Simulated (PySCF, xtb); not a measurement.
**Two structures of AlB2FH2**

Structure X: a triplet given by its coordinates. Structure Y: a triplet given by its coordinates. Both are isolated molecules in the gas phase, relaxed with PBE0-D3(BJ)/def2-SVP.

X (Å):

```yaml
atoms:
  - { symbol: Al, position_ang: [-1.6788, -2.0446, 0.7792] }
  - { symbol: B, position_ang: [-0.9618, 0.6738, -1.5044] }
  - { symbol: B, position_ang: [-1.2654, -0.4857, -0.5354] }
  - { symbol: F, position_ang: [-0.5307, -2.4378, 1.9277] }
  - { symbol: H, position_ang: [-0.7351, 1.5706, -2.2576] }
  - { symbol: H, position_ang: [-2.9947, -2.9219, 0.8165] }
```

Close contacts (Å): Al1–B3 2.08, Al1–F4 1.67, B2–B3 1.54, Al1–H6 1.58, B2–H5 1.19.

Y (Å):

```xyz
6

Al   -1.5072   -1.7101    1.7389
B    -1.4606   -0.3139   -1.5676
B    -1.5261   -1.2468   -0.2490
F    -1.6597   -3.0629    2.6974
H    -1.2924    0.8842   -1.4919
H    -1.5796   -0.7981   -2.6731
```

Close contacts (Å): Al1–B3 2.04, Al1–F4 1.66, B2–B3 1.62, B2–H5 1.21, B2–H6 1.21.

Task: Estimate which is lower in electronic energy at CCSD(T)/def2-SVP + ΔMP2/def2-TZVPP, and by roughly how much.

Result: The CCSD(T)/def2-SVP + ΔMP2/def2-TZVPP calculation puts structure X lower, by 6.0 kcal/mol.

How the difference moves with the method:

```tsv
level	geometry	E(Y) − E(X) (kcal/mol)	departure from the last row (kcal/mol)	job, with rough time for the two
PBE0-D3(BJ)/def2-SVP	PBE0-D3(BJ)/def2-SVP	+3.3	−2.7	optimisation, 2.6 min
HF/def2-SVP	PBE0-D3(BJ)/def2-SVP	+7.2	+1.2	part of the CCSD(T) run
MP2/def2-SVP	PBE0-D3(BJ)/def2-SVP	+7.6	+1.6	part of the CCSD(T) run
CCSD(T)/def2-SVP	PBE0-D3(BJ)/def2-SVP	+5.6	−0.4	single point
CCSD(T)/def2-SVP + ΔMP2/def2-TZVPP	PBE0-D3(BJ)/def2-SVP	+6.0		single point, 98 s
```

None of the levels shown reverses the order. The largest departure from CCSD(T)/def2-SVP + ΔMP2/def2-TZVPP is that of PBE0-D3(BJ)/def2-SVP, 2.7 kcal/mol. Levels run at GFN2-xTB geometries aren't shown. The last row adds to CCSD(T) the change of the MP2 difference between the two basis sets, here +0.4 kcal/mol. The triplet state of X needn't be its ground state. The triplet state of Y needn't be its ground state.

With thermal terms from frequencies at re-optimised GFN2-xTB minima (ideal gas, soft modes damped towards free rotors, one conformer each, 298.15 K, 1 atm): the zero-point term adds +1.3 kcal/mol; ΔH is +7.3 and ΔG +7.5 kcal/mol.

Open shells are spin-unrestricted. The correlated steps freeze 8 core orbitals. Codes used: PySCF 2.14.0, xtb 6.7.1; the last row on 2 threads of Intel(R) Xeon(R) Platinum 8488C (Sapphire Rapids) on a shared host.
